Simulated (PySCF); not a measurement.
BClH, SMILES [BH]Cl (connectivity only; charge and spin as stated), charge +1, multiplicity 1.

The structure is a stationary point at TPSSh-D3(BJ)/def2-TZVPD. The multiplicity is an assumed one; other spin states were not compared. The isomer is the one that the SMILES or the coordinates give; other isomers of the formula were not compared.

Two levels are set side by side: TDDFT-PBE/def2-TZVPD (PySCF) and TDDFT-M06-2X/def2-TZVPD (PySCF). Vertical, same geometry. The lowest singlet is HOMO→LUMO 50 %, HOMO−1→LUMO+1 50 % with PBE and HOMO−1→LUMO+1 50 %, HOMO→LUMO 50 % with the other functional; states are paired by order. Differences are taken from unrounded values.

```
quantity                               TDDFT-M06-2X  TDDFT-PBE  TDDFT-PBE minus TDDFT-M06-2X
-------------------------------------  ------------  ---------  ----------------------------
lowest singlet excitation (eV)                 6.93       6.85                         -0.08
lowest triplet excitation (TDA) (eV)           6.14       5.89                         -0.24
first bright state (f over 0.05) (eV)          9.49       9.28                         -0.21
its oscillator strength                        0.34       0.32                         -0.02
```

Rough cost on one machine, each run with all the roots and properties that it gave: TDDFT-M06-2X against TDDFT-PBE about 6 times.
